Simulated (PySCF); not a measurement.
A structure optimised at B3LYP-D3(BJ)/def2-TZVP, used in a PySCF frequency run:

```
Hf
O 1 1.7785
O 1 1.9562 2 113.04
O 3 1.5215 1 67.11 2 100.34
```

Question: Write its SMILES, formula and point group.

Answer: [O]=[Hf]1[O][O]1, HfO3, Cs

Question: What are its rotational constants (standard atomic weights)?

Answer: 10.353, 3.8679, 3.5481 GHz
